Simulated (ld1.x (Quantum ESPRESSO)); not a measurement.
**u(r) = r·R(r): atom against pseudo-atom (F)**

Columns: radius, all-electron u(r) and pseudo u(r) of the 2s shell (level -57.34 eV) of fluorine in the configuration [He] 2s2 2p3.5; PBE, scalar-relativistic, TM semilocal scheme, ld1.x (Quantum ESPRESSO) 7.5.

```csv
r (bohr),all-electron,pseudo
0.045,0.3835,-0.0634
0.090,0.4796,-0.1269
0.135,0.4141,-0.1907
0.180,0.2643,-0.2552
0.225,0.0774,-0.3216
0.270,-0.1180,-0.3921
0.315,-0.3052,-0.4697
0.360,-0.4751,-0.5569
0.405,-0.6231,-0.6537
0.450,-0.7480,-0.7548
0.495,-0.8495,-0.8500
0.540,-0.9290,-0.9290
0.585,-0.9884,-0.9884
0.630,-1.0296,-1.0296
0.675,-1.0551,-1.0551
0.720,-1.0670,-1.0670
0.765,-1.0675,-1.0675
0.810,-1.0584,-1.0584
0.855,-1.0414,-1.0414
0.900,-1.0182,-1.0182
0.945,-0.9900,-0.9900
0.990,-0.9580,-0.9580
1.035,-0.9231,-0.9231
1.080,-0.8862,-0.8862
1.125,-0.8481,-0.8481
1.170,-0.8092,-0.8092
```

**Question.** How many radial nodes do the two functions have?

**Answer.** The all-electron 2s function has n − l − 1 = 1; the pseudo-wave has 0, since the states of the same l below it are removed with the core.

**Question.** At about which radius was the pseudo-wave matched?

**Answer.** 0.55 bohr. The columns agree to 0.0005 from 0.49 bohr on; several derivatives are matched, so the curves merge somewhat inside the radius.

**Question.** Where does each function peak?

**Answer.** Outermost all-electron maximum near 0.77 bohr, pseudo maximum near 0.77 bohr (to the table’s step).

**Question.** Is the pseudo-wave norm-conserving?

**Answer.** Yes: the TM semilocal scheme keeps the norm inside the radius equal to the all-electron one, which fixes the energy derivative of the logarithmic derivative at the level.
